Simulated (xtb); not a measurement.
BiBr2, SMILES [Br][Bi+][Br] (connectivity only; charge and spin as stated), charge +1, multiplicity 1. All values are semi-empirical tight-binding results from xtb (GFN2-xTB unless named), good for trends rather than for accurate numbers. Geometry optimised at GFN2-xTB. The spin state was assumed, not searched. The isomer is the one that the SMILES or the coordinates give; other isomers of the formula were not compared.

For metal compounds this method's bond lengths and energies can be far off.

Problem. Estimate the properties. (An estimate is asked for; the answer gives what the named calculation found.)

Solution. 
```yaml
point_group_as_xtb_finds_it: C2v
orbital_gap: 1.52 eV
zero_point_energy: 0.8 kcal/mol
G − E(el) at 298.15 K (modified RRHO): -19.5 kcal/mol
```
